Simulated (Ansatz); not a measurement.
Steps of a relaxation of Cl₄FNb, SMILES `[F][Nb]([Cl])([Cl])([Cl])[Cl]` with RKS PBE-D4/def2-SVP.

```sh
$ ansatz run in.yaml --threads 4 --pin off --events-out ev --progress --plain --max-ram 11315MiB
```

```yaml
crystal:
  periodic: [false, false, false]
  atoms:
    - {symbol: F, position_ang: [-0.880500, 1.206400, -1.479200]}
    - {symbol: Nb, position_ang: [-0.252400, -0.524500, -0.817200]}
    - {symbol: Cl, position_ang: [-2.005700, -1.197200, 1.152400]}
    - {symbol: Cl, position_ang: [1.031700, -1.958100, 1.255900]}
    - {symbol: Cl, position_ang: [2.099000, 0.746600, -1.010200]}
    - {symbol: Cl, position_ang: [0.050100, 1.662800, 0.852200]}
basis:
  gaussian: {orbitals: def2-SVP}
hamiltonian: {xc: pbe, dispersion: d4}
relax: {f_tol: 0.03, max_steps: 200}
```

Positions (Å) and forces (eV/Å) along the path, 10 of 10 steps:

```xyz
6
step=1 energy=-54319.4423 eV
F    -0.880    1.206   -1.479   -0.110   -3.192   -0.711
Nb   -0.252   -0.524   -0.817    1.713    4.247    5.493
Cl   -2.006   -1.197    1.152    1.125    0.839   -2.585
Cl    1.032   -1.958    1.256   -0.638    1.093   -2.329
Cl    2.099    0.747   -1.010   -1.979   -1.867   -0.422
Cl    0.050    1.663    0.852   -0.111   -1.120    0.554
6
step=2 energy=-54321.7048 eV
F    -0.896    1.140   -1.511   -0.284   -2.289   -0.775
Nb   -0.197   -0.426   -0.658    1.708    3.693    5.492
Cl   -1.981   -1.170    1.079    1.013    0.802   -2.326
Cl    1.023   -1.929    1.193   -0.521    1.144   -2.178
Cl    2.048    0.691   -1.024   -1.358   -1.916   -0.652
Cl    0.045    1.631    0.875   -0.558   -1.434    0.439
6
step=3 energy=-54323.5713 eV
F    -0.909    1.086   -1.537   -0.309   -1.843   -0.675
Nb   -0.146   -0.325   -0.500    1.077    2.585    4.062
Cl   -1.956   -1.146    1.016    0.615    0.701   -1.829
Cl    1.012   -1.894    1.133   -0.201    0.948   -1.725
Cl    2.019    0.633   -1.047   -0.685   -1.533   -0.624
Cl    0.022    1.582    0.890   -0.497   -0.858    0.792
6
step=4 energy=-54324.9049 eV
F    -0.931    1.001   -1.571   -0.007   -1.717   -0.076
Nb   -0.106   -0.225   -0.333    0.296    1.155    1.136
Cl   -1.942   -1.110    0.934    0.038    0.403   -1.158
Cl    1.018   -1.847    1.053    0.158    0.413   -0.970
Cl    2.010    0.558   -1.082   -0.312   -0.975   -0.455
Cl   -0.007    1.560    0.954   -0.173    0.721    1.524
6
step=5 energy=-54325.8022 eV
F    -0.953    0.803   -1.588    0.057   -1.087    0.092
Nb   -0.060   -0.149   -0.205   -0.005    0.899    0.262
Cl   -1.982   -1.034    0.814   -0.114    0.127   -0.601
Cl    1.043   -1.851    0.963    0.184    0.002   -0.417
Cl    1.983    0.534   -1.125   -0.055   -0.531   -0.343
Cl    0.011    1.634    1.095   -0.066    0.589    1.006
6
step=6 energy=-54326.2711 eV
F    -0.974    0.617   -1.605    0.405   -0.611    0.477
Nb   -0.026   -0.043   -0.103   -0.214    0.304   -0.120
Cl   -2.019   -0.997    0.701    0.177    0.164   -0.299
Cl    1.062   -1.868    0.894   -0.106    0.311   -0.308
Cl    1.979    0.490   -1.193   -0.277   -0.212   -0.036
Cl    0.021    1.738    1.260    0.014    0.044    0.286
6
step=7 energy=-54326.3892 eV
F    -0.930    0.428   -1.652    0.191   -0.197    0.277
Nb   -0.025   -0.003   -0.067   -0.115    0.033   -0.199
Cl   -2.038   -0.906    0.699    0.028    0.060   -0.062
Cl    1.046   -1.861    0.804   -0.047    0.100   -0.097
Cl    1.949    0.535   -1.193   -0.061   -0.023   -0.011
Cl    0.040    1.743    1.363    0.005    0.027    0.092
6
step=8 energy=-54326.4172 eV
F    -0.882    0.238   -1.693    0.030   -0.032    0.042
Nb   -0.023    0.001   -0.060   -0.027   -0.010   -0.071
Cl   -2.068   -0.790    0.749    0.036    0.034    0.003
Cl    1.019   -1.892    0.703   -0.008   -0.008   -0.012
Cl    1.941    0.644   -1.153   -0.029    0.012    0.030
Cl    0.056    1.735    1.409   -0.001    0.004    0.009
6
step=9 energy=-54326.4217 eV
F    -0.863    0.159   -1.711   -0.002   -0.008   -0.007
Nb   -0.022   -0.004   -0.064   -0.001   -0.001    0.002
Cl   -2.073   -0.735    0.781    0.000    0.007    0.001
Cl    1.005   -1.915    0.657    0.002   -0.008   -0.003
Cl    1.936    0.700   -1.124   -0.001    0.006    0.003
Cl    0.060    1.731    1.415    0.001    0.004    0.004
6
step=10 energy=-54326.4219 eV
F    -0.855    0.126   -1.718    0.003    0.001    0.005
Nb   -0.022   -0.007   -0.064    0.004   -0.005   -0.003
Cl   -2.078   -0.712    0.793    0.013    0.005   -0.006
Cl    0.999   -1.926    0.638   -0.004    0.009    0.001
Cl    1.934    0.725   -1.112   -0.011   -0.007    0.000
Cl    0.063    1.730    1.418   -0.004   -0.004    0.004
```

It took 26 s on 4 threads of an Arm Neoverse V1 on a shared host, with 0.2 GiB of host memory at the peak.
